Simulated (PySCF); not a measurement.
CH4N2O2Si, SMILES N#CO[Si@@H](N)O.

The structure is a stationary point at TPSSh-D3(BJ)/def2-SVP. The structure was generated by enumeration; whether it is a known compound was not checked. The values are those of a single conformer.

All values below come from TDDFT-CAM-B3LYP/def2-SVPD (PySCF).

Vertical excitations. 

```
state  energy (eV)  λ (nm)      f                                                                    main pairs
-----  -----------  ------  -----  ----------------------------------------------------------------------------
S1            7.29     170  0.022                                            HOMO→LUMO 66 %, HOMO−1→LUMO+1 10 %
S2            7.40     168  0.031        HOMO−1→LUMO 40 %, HOMO→LUMO+1 27 %, HOMO−2→LUMO 8 %, HOMO−1→LUMO+1 7 %
S3            7.59     163  0.002           HOMO→LUMO+4 26 %, HOMO→LUMO+7 23 %, HOMO→LUMO+3 10 %, HOMO→LUMO 5 %
S4            7.73     160  0.016     HOMO−2→LUMO 35 %, HOMO−1→LUMO 24 %, HOMO−1→LUMO+1 16 %, HOMO−2→LUMO+1 6 %
S5            8.11     153  0.001        HOMO→LUMO+8 15 %, HOMO→LUMO+2 14 %, HOMO→LUMO+5 8 %, HOMO−2→LUMO+4 6 %
S6            8.19     151  0.001    HOMO−2→LUMO 19 %, HOMO−1→LUMO+1 13 %, HOMO−2→LUMO+1 11 %, HOMO→LUMO+8 10 %
S7            8.37     148  0.001  HOMO−2→LUMO+8 35 %, HOMO−1→LUMO+8 23 %, HOMO−2→LUMO+5 8 %, HOMO−1→LUMO+2 8 %
S8            8.56     145  0.013      HOMO→LUMO+2 20 %, HOMO−3→LUMO 19 %, HOMO→LUMO+1 15 %, HOMO−1→LUMO+1 13 %
S9            8.67     143  0.011         HOMO−3→LUMO 27 %, HOMO→LUMO+1 27 %, HOMO−1→LUMO+1 10 %, HOMO→LUMO 6 %
S10           8.70     142  0.008   HOMO−1→LUMO+3 26 %, HOMO→LUMO+3 19 %, HOMO−2→LUMO+3 10 %, HOMO−1→LUMO+4 9 %
T1            6.52     190      0   HOMO→LUMO+8 22 %, HOMO−2→LUMO+7 12 %, HOMO−2→LUMO+4 11 %, HOMO−1→LUMO+8 7 %
T2            6.87     180      0          HOMO→LUMO 30 %, HOMO−1→LUMO+1 10 %, HOMO→LUMO+4 8 %, HOMO→LUMO+2 8 %
T3            6.93     179      0       HOMO−1→LUMO 20 %, HOMO→LUMO+1 12 %, HOMO−1→LUMO+1 11 %, HOMO−2→LUMO 9 %
T4            7.04     176      0         HOMO→LUMO+8 17 %, HOMO→LUMO 12 %, HOMO−1→LUMO 10 %, HOMO−2→LUMO+7 7 %
```
Triplets are in the Tamm–Dancoff approximation, which puts them higher than full response would, so one can lie above its singlet here.
